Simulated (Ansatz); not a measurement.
`C=C([SiH3])OC=S` + CH₃OH → `C=C([SiH3])OC` + `OC=S`  (substitution at a C–O bond)

Program: Ansatz. Geometries: PBE0-D4/def2-TZVP. ΔE: electronic, gas phase. CCSD(T)/CBS is the MP2 limit (def2-TZVPP, def2-QZVPP) plus CCSD(T) − MP2 in def2-TZVPP, frozen cores. This one scheme is used for every species. Each species was taken in one conformer, which may not be the lowest.

```
          species  CCSD/CBS(def2) energy (Eh)
`C=C([SiH3])OC=S`                  -879.67765
            CH₃OH                  -115.60252
  `C=C([SiH3])OC`                  -483.13974
           `OC=S`                  -512.14793
```

(1) Work out ΔE.

Largest T1 diagnostic among the species: 0.018.

## Answers

(1) ΔE = (-483.13974) + (-512.14793) − (-879.67765) − (-115.60252) = -0.00750 Eh = -19.7 kJ/mol. CCSD(T)/CBS gives -19.7 kJ/mol.
